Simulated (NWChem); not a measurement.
# C3H4N2O; SMILES C1=NCN=CO1

```xyz
10

C      0.0000    -1.1526     0.6256
N      0.0000    -1.2319    -0.6263
C      0.0000     0.0000    -1.3865
N      0.0000     1.2319    -0.6263
C      0.0000     1.1526     0.6256
O      0.0000     0.0000     1.3653
H      0.0000    -2.0326     1.2793
H      0.8780     0.0000    -2.0567
H     -0.8780     0.0000    -2.0567
H      0.0000     2.0326     1.2793
```
Atoms are numbered in this order, from 1.

The geometry was optimised at PBE0/def2-SVP.

 Unshifted, non-relativistic core excitations; the lowest 4 roots alone, so stronger bands may lie above.

### Question
List the first O K-edge excitations from PBE/6-311G** (spherical d), restricted-window TDA (NWChem).

### Answer
| state | energy (eV) | dipole oscillator strength | leading excitation (squared amplitude) |
|---|---|---|---|
| S1 | 510.1 | 0.0000 | 1s of atom 6 or its equivalents → LUMO (1.00) |
| S2 | 512.0 | 0.0160 | 1s of atom 6 or its equivalents → LUMO+1 (1.00) |
| S3 | 512.9 | 0.0002 | 1s of atom 6 or its equivalents → LUMO+2 (0.99) |
| S4 | 513.4 | 0.0010 | 1s of atom 6 or its equivalents → LUMO+3 (0.97) |
